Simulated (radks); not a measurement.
The numbers below are computed, except where a source is named.
All-electron atom: Ta in [Xe] 4f14 5d3 6s1 7d1 (not the ground configuration).

Code: a radial shooting solver on a logarithmic mesh with Libxc functionals. Model: Dirac Kohn-Sham, LDA (Slater exchange, Perdew-Wang correlation), spin-unpolarised, spherical densities, finite nucleus; open shells fill j = l - 1/2 first; Fermi nuclear charge, rms radius 5.3507 fm.

Energy parts (Ry):
| part | energy |
|---|---|
| total | -31228.2416 |
| kinetic | 35031.4323 |
| electron-nucleus | -77862.3005 |
| Hartree | 12218.3165 |
| exchange-correlation | -615.6899 |

Orbitals (lengths in bohr, moments of r in powers of bohr; r(max) is where P^2 peaks):
orbital  occ.  eigenvalue (Ry)   r(max)
1s1/2       2        -4939.266  0.01169
2s1/2       2        -848.5143  0.06710
2p1/2       2        -811.3922  0.04993
2p3/2       4        -718.1424  0.05667
3s1/2       2        -194.6232   0.1891
3p1/2       2        -178.0437   0.1771
3p3/2       4        -157.9748   0.1910
3d3/2       4        -129.8069   0.1496
3d5/2       6        -125.4314   0.1535
4s1/2       2        -39.92779   0.4295
4p1/2       2        -33.08735   0.4294
4p3/2       4        -28.44897   0.4589
4d3/2       4        -17.16956   0.4563
4d5/2       6        -16.31729   0.4657
5s1/2       2         -5.74532   0.9888
5p1/2       2         -3.75762    1.065
5p3/2       4         -3.10985    1.152
4f5/2       6         -2.28694   0.4378
4f7/2       8         -2.14101   0.4430
6s1/2       1         -0.74286    2.668
5d3/2       3         -0.67732    1.552
5d5/2       0         -0.63086    1.605
7d3/2       1         -0.04123    20.46
7d5/2       0         -0.04040    20.67

The highest occupied level is 7d3/2 at -0.561 eV. The configuration is held as typed, so some empty levels lie below it. The density falls to 0.001 e/bohr^3 at r = 4.42 bohr.
